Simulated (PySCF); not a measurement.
## Potential energy of BiBr along the bond

Set-up: PySCF, scalar-relativistic core potentials, basis sets Bi def2-TZVPP with ECP60, Br def2-TZVPP. Energies in eV from Bi + Br in their ground configurations at the same level. State: ³Σ⁻ (triplet), unpaired electrons π ↑↑.

```
R (Å)  UHF-MP2    PBE0  ωB97M-V   M06-L
2.227   -1.428  -1.639   -1.558  -1.742
2.331   -2.071  -2.278   -2.199  -2.417
2.435   -2.408  -2.615   -2.536  -2.787
2.512   -2.519  -2.728   -2.648  -2.923
2.590   -2.542  -2.755   -2.672  -2.972
2.668   -2.500  -2.718   -2.631  -2.956
2.771   -2.372  -2.598   -2.505  -2.865
2.901   -2.135  -2.378   -2.274  -2.678
3.056   -1.757  -2.062   -1.939  -2.398
3.263   -1.145  -1.621   -1.466  -1.997
```

Q: Put a parabola through the three lowest points of the UHF-MP2 curve and estimate Re, k and ωe (reduced mass 57.29 u; 1 eV/Å² = 0.16022 mdyn/Å; ωe = 1302.8·√(k/μ) cm⁻¹).

A: Through R = 2.512, 2.59, 2.668 Å the second-order coefficient is 5.34 eV/Å², so Re ≈ 2.579 Å, k ≈ 1.71 mdyn/Å and ωe ≈ 225 cm⁻¹. A polynomial fit of higher order to the unrounded UHF-MP2 energies gives Re = 2.575 Å, k = 1.81 mdyn/Å, ωe = 232 cm⁻¹; anharmonicity and rounding make the difference.

The higher-order fit for each curve: UHF-MP2: Re = 2.575 Å, ωe = 232 cm⁻¹, De = 2.54 eV; PBE0: Re = 2.580 Å, ωe = 228 cm⁻¹, De = 2.76 eV; ωB97M-V: Re = 2.576 Å, ωe = 231 cm⁻¹, De = 2.67 eV; M06-L: Re = 2.607 Å, ωe = 217 cm⁻¹, De = 2.97 eV.

Correlated steps freeze 13 core orbitals. Spin–orbit coupling is left out, which matters for elements this heavy, above all for dissociation energies. The state was picked by a PBE0 search and need not be the measured ground state.
